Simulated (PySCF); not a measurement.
An unknown gives this computed stick spectrum. Computed with TDDFT CAM-B3LYP/def2-SVPD, vertical, gas phase, core orbitals frozen in the response in PySCF 2.14.0, density-fitted response routines. Geometries: GFN2-xTB, one conformer each.

```csv
state,λ (nm),f
S1,305.6,0.038
S2,223.4,0.0020
S3,206.9,0.035
S4,179.2,0.015
S5,178.1,0.036
S6,171.5,0.013
S7,169.8,0.0032
S8,167.1,0.029
```

Orbital energies (eV): HOMO-3 -11.35, HOMO-2 -10.74, HOMO-1 -10.36, HOMO -8.51, LUMO -1.18, LUMO+1 1.13, LUMO+2 1.52.

Question: Which candidate is it? All have the formula C5H5F3Si.
A. `FC[Si@]1(F)C=CC(F)=C1`
B. `C#C[SiH2]/C=C\C(F)(F)F`
C. `C#C/C(=C/[SiH3])C(F)(F)F`

Answer: A. Its S1, at 4.06 eV, is the lowest among the candidates; the nearest of the others has S1 at 5.27 eV. S1 is HOMO→LUMO (98%). Löwdin shares by element: HOMO carbon 84% or more (atoms not listed hold the other 16%); LUMO carbon 69% or more (atoms not listed hold the other 31%). At the same level the other candidates give, for their lowest levels:
- `C#C[SiH2]/C=C\C(F)(F)F`: 205 nm (f 0.002); 197 nm (f 0.003); 195 nm (f 0.006); 188 nm (f 0.003); 179 nm (f 0.286); T1 4.11 eV; HOMO -9.80, LUMO -0.40 eV
- `C#C/C(=C/[SiH3])C(F)(F)F`: 235 nm (f 0.000); 230 nm (f 0.358); 196 nm (f 0.000); 189 nm (f 0.004); 171 nm (f 0.259); T1 3.31 eV; HOMO -9.08, LUMO -0.95 eV

Conformer computed: `[F:1][CH2:2][Si@:3]1([F:4])[CH:5]=[CH:6][C:7]([F:8])=[CH:9]1`: F1–C2–Si3–F4 180°.
Triplets come from the Tamm–Dancoff approximation.
